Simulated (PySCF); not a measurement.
Ge(F)(GeH3)3, SMILES [F][Ge]([GeH3])([GeH3])[GeH3], B3LYP/def2-SVP optimised geometry.

```
14

F     -2.91     0.33     1.88
Ge    -1.14     0.22     2.00
Ge    -0.31     1.39     0.00
Ge    -0.59     1.35     4.11
Ge    -0.67    -2.20     2.00
H      1.24     1.39     0.00
H     -0.81     2.85     0.00
H     -0.81     0.69    -1.28
H     -1.07     2.81     4.08
H     -1.27     0.62     5.30
H      0.94     1.33     4.33
H     -1.32    -2.86     3.24
H     -1.24    -2.85     0.72
H      0.85    -2.43     2.05
```

Density from B3LYP/def2-TZVP run with PySCF at that geometry.

Minimum of the electron density along straight lines between bonded atoms, close to the bond critical point (lines longer than 1.1 times the sum of covalent radii, or with two minima, are not listed):

```
bond     length / Å  ρ at the minimum / e bohr⁻³  ∇²ρ there / e bohr⁻⁵  position (fraction from the first atom)
-------  ----------  ---------------------------  --------------------  ---------------------------------------
F1–Ge2        1.776                        0.129                     ?                                     0.52
Ge2–Ge3       2.461                        0.083                 -0.08                                     0.51
Ge2–Ge4       2.461                        0.083                 -0.08                                     0.51
Ge2–Ge5       2.461                        0.083                 -0.08                                     0.51
Ge3–H6        1.545                        0.130                  0.06                                     0.59
Ge3–H7        1.543                        0.131                  0.05                                     0.59
Ge3–H8        1.543                        0.131                  0.05                                     0.59
Ge4–H9        1.543                        0.131                  0.05                                     0.59
Ge4–H10       1.543                        0.131                  0.05                                     0.59
Ge4–H11       1.545                        0.130                  0.06                                     0.59
Ge5–H12       1.543                        0.131                  0.05                                     0.59
Ge5–H13       1.542                        0.131                  0.05                                     0.59
Ge5–H14       1.545                        0.130                  0.06                                     0.59
```

### Question
Complete the blanks.

### Answer

- F1–Ge2, ∇²ρ there / e bohr⁻⁵: 0.68
